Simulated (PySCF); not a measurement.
Correlation energy of Mo (molybdenum, neutral)

[Kr] 4d4 5s2, high-spin 5D determinant (an excited configuration). All numbers are calculated (PySCF 2.14, scalar relativity through the core potential, in aug-cc-pwCVTZ-PP with ECP28MDF (8s8p7d4f3g, 122 functions)). Frozen: 4s2 4p6; 6 electrons correlated.

MP2 pair energies summed by pair of shells (mhartree):

```json
{"pair": "4d-5s", "energy": "-40.40", "share (%)": "40.9"}
{"pair": "4d-4d", "energy": "-38.06", "share (%)": "38.6"}
{"pair": "5s-5s", "energy": "-20.22", "share (%)": "20.5"}
```

Total MP2 correlation energy: -98.68 mhartree.

Same-spin part -54.55 and opposite-spin part -44.13 mhartree; SCS-MP2 scales them by 1/3 and 6/5 to -71.14 mhartree.
